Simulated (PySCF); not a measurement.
## [YF4]− at several levels of theory

Computed with PySCF 2.14.0 (density fitting, no spin-orbit coupling) at the geometry relaxed with PBE0:

```xyz
5
[YF4]− (singlet)
Y     0.0000    0.0000    0.0000
F     1.1844    1.1844    1.1844
F    -1.1844   -1.1844    1.1844
F     1.1844   -1.1844   -1.1844
F    -1.1844    1.1844   -1.1844
```

```
level                                basis    state  HOMO (eV)  gap (eV)  charge on Y1 (e)  dipole about the centre of mass (D)  largest force component (eV/Å)
 PBE0    Y def2-SVP with ECP28, F def2-SVP  singlet      -4.99      8.83              0.94                                 0.00                            0.01
 PBE0  Y def2-TZVP with ECP28, F def2-TZVP  singlet      -5.38      9.11              1.42                                 0.00                            0.11
```

Charges are Mulliken's, which hang on the basis. The relaxation used the grid (50, 194), these runs (75, 302) or, all-electron (x2c bases, spin-free X2C Hamiltonian), (99, 590).

Q: A further run in the first row's basis gives HOMO (eV) -7.52, gap (eV) 12.96, charge on Y1 (e) 0.93, dipole about the centre of mass (D) 0.00, largest force component (eV/Å) 0.09. Which level was it?
A. TPSS
B. wB97X

A: B. The others give HOMO -3.05 eV (TPSS).

In the first row's basis the gap widens with exact exchange: 6.5 eV for TPSS (none); 8.8 eV for PBE0 (a fixed share); 13.0 eV for wB97X (rising or full at long range).
